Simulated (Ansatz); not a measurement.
The cluster Sn4H2. The state is a singlet with charge 0. Geometry PBE0-D4/def2-SVP, basis def2-TZVP, Ansatz.

Cartesian coordinates in Å:
```
Sn 1.125 1.618 0.107
Sn -1.428 1.071 -1.225
Sn 1.770 -1.215 -0.288
Sn -0.841 -0.921 0.626
H -1.373 -0.992 2.264
H 0.748 0.439 -1.484
```

```tsv
run	HOMO (eV)	LUMO (eV)
A	-4.91	-3.55
B	-5.10	-2.99
C	-5.46	-2.64
D	-4.92	-3.22
E	-4.72	-3.29
```

In the def2 sets Sn takes a core potential; there is no spin–orbit coupling. HSE06 is defined as in plane-wave codes, on full-range PBE exchange. Another isomer (singlet) lies 0.08 eV lower at PBE0-D4/def2-TZVP; other spin states weren't run for this one.

Task: The runs used HSE06, LDA (SPW92), PBE, PBE0, r2SCAN. Estimate which is which.

Result: A LDA (SPW92) (0 % exact exchange); B HSE06 (range-separated); C PBE0 (25 % exact exchange); D r2SCAN (0 % exact exchange); E PBE (0 % exact exchange). Exact exchange lowers occupied and raises empty levels; among semilocal functionals meta-GGAs tend to open the gap a little, and such runs are hard to tell apart. The gap grows from 1.36 eV (LDA (SPW92)) to 2.82 eV (PBE0).
